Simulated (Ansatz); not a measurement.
Born–Oppenheimer molecular dynamics of FH5HfN2O (10 atoms, charge 0, multiplicity 1). It starts from a relaxed structure.

These are results of RHF/def2-SVP in Ansatz 0.2.0, not measurements.

* ensemble: NVE (velocity Verlet)
* time step: 0.5 fs
* steps asked: 250
* starting velocities drawn for: 300 K
* seed: 875035

First frame:

```xyz
10
Properties=species:S:1:pos:R:3
Hf -0.096 -0.045 -0.055
O -0.357 -0.114 1.865
H -0.309 -0.077 2.802
N 1.877 -0.030 -0.642
H 2.491 -0.824 -0.696
H 2.407 0.788 -0.890
F -0.840 1.582 -0.805
N -0.952 -1.754 -0.814
H -1.505 -2.416 -0.297
H -0.928 -2.051 -1.774
```

Question: How far do the bonds stretch over the last three quarters of this one trajectory? (Pairs bonded in most of those frames.)

Answer: 
```
  bond  mean (Å)  spread (Å)  shortest  longest
Hf1–O2     1.942       0.015      1.92     1.97
Hf1–N4     2.056       0.010      2.03     2.08
Hf1–F7     1.947       0.028      1.91     1.99
Hf1–N8     2.062       0.061      1.98     2.15
 O2–H3     0.939       0.009      0.93     0.95
 N4–H5     1.006       0.015      0.98     1.03
 N4–H6     1.006       0.018      0.98     1.03
 N8–H9     1.006       0.019      0.98     1.04
N8–H10     1.005       0.014      0.98     1.03
```

Mean temperature of the second half: 163 K. The conserved energy stayed within 0.22 meV per atom of its start (net change 0.12 meV per atom), so the integration is sound. Over the second half the temperature averaged 0.54 of the 300 K drawn at the start: a run that starts near a minimum puts about half its kinetic energy into the potential. A run of 0.12 ps of so small a system gives no equilibrium averages.

The run took 6.7 min on 2 threads of Arm Neoverse V1, with other jobs on the host, peak memory 0.23 GiB.
